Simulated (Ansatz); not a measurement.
Species: HCl$_{2}$GaO, SMILES `[OH][Ga]([Cl])[Cl]` (H–O–Ga–Cl torsion 180°) (charge 0, multiplicity 1), formula HCl₂GaO.

**Question.** How many basis functions does frozen-core CCSD(T)/cc-pVTZ // PBE0-D4/def2-TZVP (Ansatz, a first-principles code) use, how many core orbitals are frozen, and how many electrons are correlated?

**Answer.** 155 basis functions and 20 frozen orbitals, which leaves 34 correlated electrons (filled d shells below the valence shell are correlated). Core time is of the order of minutes.
